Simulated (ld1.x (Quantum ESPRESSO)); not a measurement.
Configuration tests for gallium (TM)

Ga (Z = 31), norm-conserving Troullier–Martins (Kleinman–Bylander form), made with ld1.x (Quantum ESPRESSO) 7.5 (PBE, scalar-relativistic). Core [Ar] 3d10, reference 4s2 4p1. Waves: 4s (bound): rc 1.80 bohr; 4p (bound): rc 2.25 bohr. Local part: all-electron potential smoothed inside 2.20 bohr (lloc = -1). Core correction: a·sin(br)/r model core, default radius (core density twice the valence density).

Energies are relative to the spin-unpolarised reference configuration 4s2 4p1; without spin polarisation the order of configurations can differ from experiment. The frozen-core shift is the all-electron ΔE with the core orbitals held at their reference shape minus the fully relaxed ΔE.

```tsv
valence configuration	charge	ΔE all-electron (eV)	error AE − PS (meV)	frozen-core shift (meV)
4s2 4p0	+1	5.688	-12	+13
4s1 4p0	+2	26.816	-174	+204
4s1 4p2	0	6.538	-17	+19
4s2 4p1.3	-0.3	-0.534	-0.1	+0.1
4s1 4p1	+1	13.060	-47	+56
4s0 4p3	0	13.371	-65	+74
```

Q: What are ΔE and the potential's error for 4s2 4p0.5?

A: ΔE = 2.030 eV all-electron; the error (AE − PS) is -1.8 meV.

Levels in the configuration 4s1 4p2:

```csv
level,all-electron (eV),pseudo (eV)
4s,-10.044,-10.085
4p,-3.348,-3.358
```
